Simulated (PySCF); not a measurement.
# How the method changes the constants of NaSe

State: ²Π (doublet), unpaired electrons π ↑. Set-up: basis Na def2-SVPD, Se def2-SVPD; no relativity; PySCF 2.14. De refers to Na + Se in their high-spin ground configurations, without counterpoise correction. The functionals are run spin-unrestricted. A positive dipole means Na(−)Se(+).

| Level | Re (Å) | ωe (cm⁻¹) | De (eV) | μ (D) |
| --- | --- | --- | --- | --- |
| UHF | 2.659 | 264 | 1.48 | -9.55 |
| UHF-MP2 | 2.665 | 257 | 2.25 | n/a |
| UHF-SCS-MP2 | 2.667 | 257 | 2.22 | n/a |
| PBE | 2.637 | 257 | 2.48 | -8.03 |
| revPBE | 2.661 | 251 | 2.38 | -8.17 |
| r²SCAN | 2.633 | 263 | 2.55 | -8.73 |
| PBE0 | 2.623 | 265 | 2.43 | -8.55 |
| r²SCAN0 | 2.623 | 267 | 2.50 | -8.93 |
| HSE06 | 2.626 | 264 | 2.45 | -8.52 |
| B2PLYP | 2.636 | 262 | 2.39 | -8.86 |

The bond length runs from 2.623 Å (PBE0) to 2.667 Å (UHF-SCS-MP2). De spans 1.48 eV (UHF, mean field) to 2.55 eV (r²SCAN, meta-GGA).

Correlated steps freeze 10 core orbitals. Correlated levels converge slowly with the basis: in double zeta they bind strong bonds too weakly, by up to about 1 eV, and carry superposition errors of some tenths. Spin–orbit coupling is left out. B2PLYP dipoles, levels and charges come from its SCF part alone. The state was picked by a PBE0 search and need not be the measured ground state.

The whole job (state search and all levels along the bond) took about 2.5 min on 1 thread of Arm Neoverse V1 (shared host), peak memory 0.85 GiB.
